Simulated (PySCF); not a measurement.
A structure optimised at PBE-D3(BJ)/def2-SVP, used in a PySCF frequency run:

```
C
H 1 1.1030
C 1 1.4778 2 114.73
C 3 1.3463 1 125.57 2 0.00
H 4 1.1003 3 121.47 1 180.00
H 4 1.1026 5 117.17 3 180.00
H 3 1.1067 4 119.04 5 0.00
C 1 1.5231 2 116.10 3 -146.71
H 8 1.1010 1 117.51 2 3.13
H 8 1.1017 9 114.16 1 -143.13
C 8 1.5015 9 118.81 10 -147.22
H 11 1.1010 8 118.81 9 0.00
H 11 1.1017 12 114.16 8 -147.22
```
Charge 0, spin multiplicity 1.

Question: Write its SMILES, formula and point group.

Answer: C=CC1CC1, C5H8, Cs

Question: What are its rotational constants (standard atomic weights)?

Answer: 15.011, 3.0060, 2.8929 GHz
